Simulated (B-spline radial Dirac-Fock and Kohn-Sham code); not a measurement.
# Binding energies of Nb at several levels of theory

System: neutral niobium, configuration [Kr] 4d4 5s1.

The density-functional columns are spherical, spin-unpolarised Dirac-Kohn-Sham results without Breit or QED terms: −ε is minus the orbital energy of the initial state and ΔSCF the difference of two total energies, and "half-occupied" is minus the orbital energy with half an electron removed (Slater transition state). The reference in the last column comes from Dirac-Fock (average of configuration) total-energy differences with a finite nucleus, the Breit interaction including its frequency dependence, and self-energy and vacuum-polarisation corrections. All numbers are from a radial B-spline solver, in eV; a selection of levels is shown. For the 1s level of heavy atoms much of the gap between ΔSCF and the reference is the Breit and QED part, -50.3 eV here; for other levels the error of the functional can be larger.

| level | LDA −ε | LDA half-occupied | PBE0 −ε | PBE ΔSCF | Dirac-Fock |
| --- | --- | --- | --- | --- | --- |
| K (1s) | 18772.6 | 19035.5 | 18875.4 | 19062.5 | 18990.7 |
| L1 (2s) | 2626.0 | 2668.8 | 2659.1 | 2671.8 | 2708.8 |
| L2 (2p1/2) | 2411.7 | 2465.1 | 2438.1 | 2466.3 | 2471.1 |
| L3 (2p3/2) | 2316.1 | 2367.3 | 2342.2 | 2368.2 | 2376.8 |
| M1 (3s) | 437.6 | 451.5 | 452.6 | 452.7 | 476.7 |
| M2 (3p1/2) | 356.8 | 370.9 | 369.0 | 371.4 | 386.6 |
| M3 (3p3/2) | 341.3 | 355.1 | 353.3 | 355.5 | 370.9 |
| M4 (3d3/2) | 198.2 | 212.6 | 205.9 | 212.5 | 212.2 |
| M5 (3d5/2) | 195.3 | 209.6 | 203.0 | 209.5 | 209.5 |
| N2 (4p1/2) | 36.06 | 41.27 | 39.15 | 41.24 | 41.44 |
| N3 (4p3/2) | 33.92 | 39.05 | 37.00 | 39.06 | 39.38 |
| N4,5 (4d) | 3.21 | 7.11 | 2.98 | 7.02 | 5.38 |
| O1 (5s) | 4.19 | 6.88 | 3.97 | 6.64 | 5.42 |

Q: Order the estimates of the K (1s) level by their distance from the Dirac-Fock value, nearest first.
A. PBE ΔSCF
B. LDA half-occupied
C. LDA −ε
D. PBE0 −ε

A: B (44.8 eV), A (71.8 eV), D (115.3 eV), C (218.1 eV).

Values without a named source are computed, but for edge energies of neutral atoms, which are taken from tables.
